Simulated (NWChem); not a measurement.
Species: Si₂NH₅F₂; SMILES N[Si](F)(F)[SiH3]

```xyz
10

N     -1.5066    -1.0195    -0.5366
Si     0.0112    -0.4274    -0.0152
F      0.2759    -1.0995     1.4256
F      1.2579    -0.9162    -0.9229
Si     0.0190     1.9045     0.0682
H     -1.7739    -1.9786    -0.3443
H     -1.9345    -0.6782    -1.3886
H      1.3778     2.4332     0.3604
H     -0.4252     2.4394    -1.2499
H     -0.9258     2.3836     1.1119
```
Atoms are numbered in this order, from 1.

Program: NWChem. Medium grid unless said otherwise, to which SCAN and Minnesota functionals are sensitive. Coordinates come from a B3LYP/6-31G* (spherical d) optimisation. B3LYP is NWChem's, with the RPA form of VWN correlation. Total energies of different functionals are on different scales.

| level | energy (Ha) | highest occupied level (eV) | orbital gap (eV) | dipole (D) |
|---|---|---|---|---|
| PBE/def2-TZVP | -836.1704 | -6.78 | 5.75 | 2.29 |
| B3LYP/def2-TZVP | -836.7804 | -8.01 | 7.64 | 2.33 |
| TPSSh/def2-TZVP | -836.7623 | -7.44 | 6.93 | 2.30 |
| PW6B95/def2-TZVP | -837.5269 | ? | ? | 2.37 |
| r2SCAN/def2-TZVP | -836.5695 | -7.11 | 6.35 | 2.32 |
| Hartree-Fock/def2-TZVP | -834.4163 | -11.67 | 14.63 | 2.44 |

Question: Complete the blanks.

Answer: 
- PW6B95/def2-TZVP, highest occupied level (eV): -8.39
- PW6B95/def2-TZVP, orbital gap (eV): 8.21
